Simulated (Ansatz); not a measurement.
`[NH2][Mo](=[O])(=[O])[Cl]` + `[OH][Hf]([F])([Cl])[Cl]` → `[O]=[Mo](=[O])([OH])[Cl]` + `[NH2][Hf]([F])([Cl])[Cl]`  (redistribution)

Gas-phase electronic energies from Ansatz, PBE0-D4/def2-TZVP geometries. CBS: MP2 limit from def2 TZ/QZ plus the TZ coupled-cluster correction, frozen cores. Functionals use def2-TZVPP. HSE06 is defined as in plane-wave codes. def2 core potentials past Kr. For Hf, Mo outer-core shells are correlated without core-valence functions, which leaves a few kJ/mol of doubt a bond. Each species was taken in one conformer, which may not be the lowest.

```csv
level,ΔE (kJ/mol),difference from CCSD(T)/CBS
r2SCANh-D4,45.6,-4.6
HSE06-D4,46.2,-4.0
CAM-B3LYP-D4,50.2,0.0
ωB97M-V,48.3,-1.9
B2PLYP,47.7,-2.5
PBE,42.7,-7.5
HF/def2-SVP,60.5,10.3
MP2/def2-SVP,57.4,7.2
CCSD(T)/def2-SVP,58.7,8.5
HF/def2-TZVPP,51.4,1.2
MP2/def2-TZVPP,50.0,-0.2
CCSD(T)/def2-TZVPP,49.4,-0.8
HF/def2-QZVPP,51.2,1.0
MP2/def2-QZVPP,50.4,0.2
SCS-MP2/def2-QZVPP,49.7,-0.5
CCSD/CBS(def2),51.0,0.8
CCSD(T)/CBS,50.2,0
```

Largest T1 diagnostic among the species: 0.024, so the coupled-cluster value is less sure than usual.

From BLYP to BHLYP (50 % exact exchange), in def2-TZVPP and without D4, ΔE moves by +6.4 kJ/mol. Leaving LDA and LC-ωPBE aside and taking each functional with its dispersion term where it has one, the values, not all of them listed here, spread over 8.2 kJ/mol, from revPBE-D4 to BHLYP-D4. LDA lies +4.6 kJ/mol from PBE without D4.
